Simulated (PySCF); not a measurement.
CH₃ClFNSi₂. Atoms are numbered in the order given.

```xyz
9

F      1.3336     0.4918     1.5088
Si     0.4064     0.1075     0.2209
Cl     1.6831    -0.5032    -1.2839
N     -0.6293     1.4934    -0.2952
C     -1.8080     0.9593    -0.1662
Si    -1.7040    -0.8657     0.5107
H     -2.7144     1.5557    -0.4290
H     -2.2121    -1.9566    -0.3958
H     -2.2698    -1.0660     1.8926
```

Geometry: PBE-D3(BJ)/def2-SVP. The structure was generated by enumeration; whether it is a known compound was not checked.

Calculation: PBE0/def2-TZVP (PySCF).

ESP charges are fitted to the potential on shells at 1.4 to 2.0 van der Waals radii. Atomic charges (e):

```tsv
atom	Löwdin	IAO	ESP fit
F1	-0.01	-0.52	___
Si2	-0.23	1.18	___
Cl3	0.25	-0.29	___
N4	0.00	-0.52	-0.44
C5	-0.32	-0.19	0.20
Si6	0.22	0.36	___
H7	0.12	0.15	0.08
H8	-0.02	-0.08	0.00
H9	-0.02	-0.08	0.02
```

Task: Complete the blanks. (The exact figures need the calculation; the answer reports its results.)

Result: 
- F1, ESP fit: -0.20
- Si2, ESP fit: 0.47
- Cl3, ESP fit: -0.11
- Si6, ESP fit: -0.02

Task: Give the Mayer and Wiberg (Löwdin basis) orders of the bonds. (Estimate from the structure and the level; the computed values follow.)

Result: 
| bond | Mayer | Wiberg |
|---|---|---|
| F1–Si2 | 1.10 | 1.69 |
| Si2–Cl3 | 1.16 | 1.83 |
| Si2–N4 | 1.01 | 1.18 |
| N4–C5 | 1.83 | 2.29 |
| Si2–Si6 | 0.92 | 1.01 |
| C5–Si6 | 0.91 | 1.09 |
| C5–H7 | 0.90 | 0.89 |
| Si6–H8 | 0.93 | 0.94 |
| Si6–H9 | 0.93 | 0.94 |
